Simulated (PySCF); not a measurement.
4-methylidene-2,3-dihydropyrrole (C5H7N), SMILES C=C1C=NCC1.

The structure is a stationary point at PBE0-D3(BJ)/def2-SVP. Other conformers were not sampled.

Two levels are set side by side: TDA-PBE/def2-SVPD (PySCF) and TDA-CAM-B3LYP/def2-SVPD (PySCF). Vertical, same geometry. The lowest singlet is HOMO→LUMO 99 % with PBE and HOMO−1→LUMO 94 % with the other functional; states are paired by order. Differences are taken from unrounded values.

| quantity | TDA-CAM-B3LYP |
|---|---|
| lowest singlet excitation (eV) | 4.94 |
| lowest triplet excitation (TDA) (eV) | 3.27 |
| first bright state (f over 0.05) (eV) | 6.11 |
| its oscillator strength | 0.60 |

What does TDA-PBE give, and how far is it from TDA-CAM-B3LYP? (Estimate from the structure and the level; the computed values follow.)


| quantity | TDA-PBE | TDA-PBE minus TDA-CAM-B3LYP |
|---|---|---|
| lowest singlet excitation (eV) | 4.24 | -0.70 |
| lowest triplet excitation (TDA) (eV) | 3.22 | -0.06 |
| first bright state (f over 0.05) (eV) | 5.53 | -0.58 |
| its oscillator strength | 0.37 | -0.23 |

Functionals without exact exchange tend to place singlet excitations lower, as here. Differences between two approximate levels are no errors against the true value.

Rough cost on one machine, each run with all the roots and properties that it gave: TDA-CAM-B3LYP against TDA-PBE about 3 times.
